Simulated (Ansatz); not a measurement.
Mulliken charges of C2H5NOSi (`CO[SiH]1C=N1`) from B3LYP/def2-TZVPP in Ansatz (PBE0-D4/def2-TZVP geometry).

```
atom   x (Å)   y (Å)   z (Å)  charge (e)
  C1  -1.758   0.479  -0.358      -0.109
  O2  -0.727  -0.387   0.067      -0.382
 Si3   0.863  -0.091  -0.088       0.450
  C4   2.076  -1.085   0.703      -0.027
  N5   1.902   0.025   1.337      -0.295
  H6  -2.570  -0.123  -0.769       0.112
  H7  -2.137   1.053   0.492       0.113
  H8  -1.416   1.178  -1.130       0.084
  H9   1.116   0.812  -1.226      -0.076
 H10   2.734  -1.913   0.975       0.131
```

By hand: the dipole of these point charges (1 e Å = 4.8032 D).

Σ q r = (-0.134, -0.032, -0.344) e Å, of length 0.371 e Å = 1.78 D.

How does the dipole of the full density compare? (Best estimate.)

Computed: (-0.308, 0.011, -0.433) e Å, 2.55 D; the point charges give 0.70 times that, at 15° from its direction.

Point charges leave out the atoms' own dipoles, such as those of lone pairs, and Mulliken's split depends on the basis, so the two needn't agree.

B3LYP here is the variant with VWN-RPA as its local correlation; programs differ in this.
